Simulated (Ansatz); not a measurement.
Consider the redistribution: `N[CH](O)[Zn][OH]` + `C[O][GeH3]` → `C[O][Zn][OH]` + `N[CH](O)[GeH3]`.

Computed with Ansatz on PBE0-D4/def2-TZVP structures; ΔE is electronic, products minus reactants. CCSD(T)/CBS adds triple-zeta CCSD(T) − MP2 to the extrapolated MP2 energy (def2 sets, frozen cores). Functionals use def2-TZVPP. For Ge, Zn outer-core shells are correlated without core-valence functions, which leaves a few kJ/mol of doubt a bond. Scalar relativity is left out up to krypton. One conformer a species, not always the lowest.

| level | ΔE (kcal/mol) |
| --- | --- |
| PBE-D4 | 2.3 |
| ωB97X-V | 1.1 |
| B2PLYP | 1.4 |
| r2SCAN | 1.5 |
| SCS-MP2/def2-TZVPP | 0.6 |
| CCSD(T)/def2-TZVPP | 0.3 |
| SCS-MP2/def2-QZVPP | 0.0 |
| MP2/CBS(def2) | -0.2 |

(1) What does CCSD(T)/CBS give? (An estimate is asked.)

Largest T1 diagnostic among the species: 0.017.

Answers

(1) The calculation gave: -0.5 kcal/mol. The listed levels differ from it by 2.8, 1.6, 1.9, 2.0, 1.1, 0.8, 0.5, 0.3 kcal/mol.

From PBE to PBE0 (25 % exact exchange), in def2-TZVPP and without D4, ΔE moves by −1.0 kcal/mol.

CCSD(T)/CBS has its own doubt, a few kJ/mol and more with outer-core shells, so smaller differences from it don't rank the levels.
